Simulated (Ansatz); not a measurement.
```xyz
29

C     2.714   -0.913   -0.260
C     1.839    0.336   -0.240
Si    0.000    0.000   -0.002
C    -0.646   -1.082   -1.403
C    -0.486   -0.480   -2.795
C    -0.909    1.650    0.010
C    -2.419    1.541    0.197
C    -0.285   -0.904    1.627
C     0.191   -0.148    2.863
H     2.634   -1.473    0.676
H     3.771   -0.671   -0.403
H     2.426   -1.593   -1.067
H     1.965    0.899   -1.172
H     2.168    1.014    0.556
H    -0.134   -2.051   -1.350
H    -1.702   -1.301   -1.206
H    -1.016    0.472   -2.884
H     0.565   -0.285   -3.030
H    -0.874   -1.141   -3.575
H    -0.683    2.172   -0.928
H    -0.475    2.274    0.800
H    -2.671    1.055    1.144
H    -2.904    2.522    0.198
H    -2.881    0.952   -0.600
H     0.212   -1.880    1.567
H    -1.355   -1.129    1.711
H    -0.315    0.816    2.963
H     0.004   -0.709    3.783
H     1.265    0.056    2.820
```

Total charge 0; spin multiplicity 1.

(1) List the B3LYP/def2-TZVPP orbital energies in eV (the Gaussian-basis code of Ansatz). (Estimate.)

## Answers

(1) Computed: Occupied: -1797.87, -276.49, -276.49, -276.49, -276.49, -276.12, -276.12, -276.12, -276.12, -142.44, -97.75, -97.75, -97.75, -20.92, -20.35, -20.35, -20.21, -17.18, -16.78, -16.34, -16.34, -12.81, -12.28, -12.28, -12.26, -11.42, -11.25, -11.25, -11.18, -10.51, -10.40, -9.91, -9.80, -9.80, -9.51, -9.51, -9.43, -9.13, -7.48, -7.48, -7.47. Lowest empty: 0.49, 1.20, 1.23, 1.23, 1.94, 1.95, 1.95, 2.20.

B3LYP here is the variant with VWN-RPA as its local correlation; programs differ in this.
